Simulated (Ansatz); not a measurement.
**Abstraction of F: GaH(CH3)F + C2HF2Sn → GaH(CH3) + C2HF3Sn**

Species: GaH(CH3)F, singlet; C2HF2Sn `C#[C][Sn]([F])[F]`, doublet; GaH(CH3), doublet; C2HF3Sn `C#[C][Sn]([F])([F])[F]`, singlet. A radical takes F: the energy is the difference in strength between the Ga–F bond broken and the Sn–F bond made.

Shapes, held fixed at every level: PBE0-D4/def2-TZVP. Programs: Ansatz 0.2.0. Electronic energies: no zero-point or thermal term.

```json
{"level": "SPW92/def2-TZVPP", "kind": "LDA", "ΔE (kJ/mol)": "+110.1"}
{"level": "PBE0-D4/def2-TZVPP", "kind": "global hybrid", "ΔE (kJ/mol)": "+96.8"}
{"level": "r2SCAN0-D4/def2-TZVPP", "kind": "global hybrid", "ΔE (kJ/mol)": "+97.8"}
{"level": "wB97M-V/def2-TZVPP", "kind": "range-separated hybrid", "ΔE (kJ/mol)": "+96.1"}
{"level": "B2PLYP/def2-TZVPP", "kind": "double hybrid", "ΔE (kJ/mol)": "+100.6"}
{"level": "CCSD/def2-SVP", "kind": "coupled cluster or CI", "ΔE (kJ/mol)": "+98.4"}
{"level": "MP2/def2-TZVPP", "kind": "perturbation theory", "ΔE (kJ/mol)": "+96.2"}
```

MP2/def2-TZVPP gives ΔE = +96.2 kJ/mol; the levels span +96.1 to +110.1. The median of the levels is +97.8. No measured value is set beside it here. Open shells run unrestricted unless RO is named. For atoms past krypton def2 sets carry core potentials with scalar relativity. Relativity is left out for Ga unless named. Correlated rows may include outer-core shells of Ga, Sn, which these sets cover unevenly.
